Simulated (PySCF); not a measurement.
Identify the unknown among the candidates.

All candidates are C6H9O2P.

| technique | computed result |
| --- | --- |
| 13C NMR | chemical shifts (computed TMS as zero) by class: 150.7 (1 C), 129.1 (1 C), 104.4 (1 C), 81.8 (1 C), 20.5 (1 C), 5.1 (1 C) ppm [GIAO PBE0/pcSseg-1] |
| 1H NMR | chemical shifts (computed TMS as zero) by class: 6.03 (1 H), 5.87 (1 H), 2.54 (1 H), 2.16 (3 H), 2.10 (3 H) ppm [GIAO PBE0/pcSseg-1] |
| Dipole | 3.45 D [PBE0/pcSseg-1] |
| Rotational structure | rotational constants A, B, C: 1.837, 0.926, 0.807 GHz [GFN2-xTB] |
| NMR, other nuclei | isotropic shieldings of nuclei other than C and H, by class: 178 (1 O), 227 (1 O), 321 (1 P) ppm [GIAO PBE0/pcSseg-1] |

Gas-phase values; electronic properties from PySCF, density fitting. Levels stand in brackets. Geometry: GFN2-xTB, one conformer, isolated molecule. GFN2-xTB frequencies show an imaginary mode (36i cm⁻¹), so this geometry is no minimum at that level. NMR values are class means; diastereotopic atoms form classes of their own.

**Question.** Which candidate is it?
A. `C#CC[P@](=O)(O)CC=C`
B. `CP(CO)c1ccoc1`
C. `C=C(C)[P@@](=O)(O)C#CC`
D. `CP(CO)c1ccco1`
E. `O=P1(CO)C=CCC=C1`

**Answer.** C. It is `C=C(C)[P@@](=O)(O)C#CC`. Numbering: `[CH2:1]=[C:2]([CH3:3])[P@@:4](=[O:5])([OH:6])[C:7]#[C:8][CH3:9]`. 6 carbons fall into 6 classes; from least to most shielded: fully substituted alkene carbon [C2] (150.7 ppm), terminal =CH2 carbon [C1] (129.1 ppm), alkyne carbon [C8] (104.4 ppm), alkyne carbon [C7] (81.8 ppm), allylic carbon [C3] (20.5 ppm), propargylic carbon [C9] (5.1 ppm). Hydrogen classes from least to most shielded: 1 H on a terminal =CH2 carbon, C1 (6.03 ppm), 1 H on a terminal =CH2 carbon, C1 (5.87 ppm), 1 H on a hydroxyl oxygen, O6 (2.54 ppm), 3 H on an allylic carbon, C3 (2.16 ppm, a mean of values up to 0.6 ppm apart in this geometry), 3 H on a propargylic carbon, C9 (2.10 ppm). The other shieldings belong to: 178 ppm, phosphoryl oxygen [O5]; 227 ppm, hydroxyl oxygen [O6]; 321 ppm, phosphoryl phosphorus [P4]. The optimised geometry has point group C1 and is an asymmetric top.

The others, at the same levels:
- `CP(CO)c1ccco1` fails: its computed 13C shifts are 163.6 (1 C), 148.4 (1 C), 122.8 (1 C), 119.2 (1 C), 64.4 (1 C), 10.0 (1 C) ppm, 1H shifts are 7.58 (1 H), 6.77 (1 H), 6.74 (1 H), 4.57 (2 H), 1.53 (3 H), 0.79 (1 H) ppm and rotational constant A is 2.396 GHz (against 1.837 GHz).
- `C#CC[P@](=O)(O)CC=C` fails: its computed 13C shifts are 137.5 (1 C), 127.0 (1 C), 81.0 (1 C), 79.4 (1 C), 40.7 (1 C), 26.0 (1 C) ppm, 1H shifts are 6.39 (1 H), 5.59 (1 H), 5.53 (1 H), 3.62 (1 H), 2.81 (1 H), 2.57 (1 H), 2.56 (1 H), 2.13 (1 H), 1.56 (1 H) ppm and rotational constant A is 2.196 GHz (against 1.837 GHz).
- `O=P1(CO)C=CCC=C1` fails: it has 4 carbon classes against 6; its computed 13C shifts are 149.4 (2 C), 135.8 (2 C), 67.9 (1 C), 33.8 (1 C) ppm, 1H shifts are 6.96 (2 H), 6.66 (2 H), 3.90 (2 H), 3.09 (1 H), 2.63 (1 H), 2.20 (1 H) ppm and rotational constant A is 2.335 GHz (against 1.837 GHz).
- `CP(CO)c1ccoc1` fails: its computed 13C shifts are 148.1 (1 C), 146.4 (1 C), 133.6 (1 C), 118.4 (1 C), 74.7 (1 C), 12.1 (1 C) ppm, 1H shifts are 7.54 (1 H), 7.50 (1 H), 7.33 (1 H), 4.38 (2 H), 1.14 (3 H), 0.41 (1 H) ppm and rotational constant A is 2.228 GHz (against 1.837 GHz).

Each candidate is one conformer, not necessarily the lowest. The conformers computed, where there is a choice (atom-mapped SMILES and torsion angles):
- `[CH2:1]=[C:2]([CH3:3])[P@@:4](=[O:5])([OH:6])[C:7]#[C:8][CH3:9]`: C1–C2–P4–O5 -124°, H–O6–P4–C2 -132°
- `[CH3:1][P:2]([CH2:3][OH:4])[c:5]1[cH:6][cH:7][cH:8][o:9]1`: C1–P2–C3–O4 49°, C1–P2–C5–C6 55°, H–O4–C3–P2 68°
- `[CH:1]#[C:2][CH2:3][P@:4](=[O:5])([OH:6])[CH2:7][CH:8]=[CH2:9]`: C2–C3–P4–O5 -73°, C3–P4–C7–C8 178°, P4–C7–C8–C9 -110°, H–O6–P4–C3 137°
- `[O:1]=[P:2]1([CH2:3][OH:4])[CH:5]=[CH:6][CH2:7][CH:8]=[CH:9]1`: O1–P2–C3–O4 -48°, H–O4–C3–P2 44°
- `[CH3:1][P:2]([CH2:3][OH:4])[c:5]1[cH:6][cH:7][o:8][cH:9]1`: C1–P2–C3–O4 178°, C1–P2–C5–C6 -140°, H–O4–C3–P2 58°
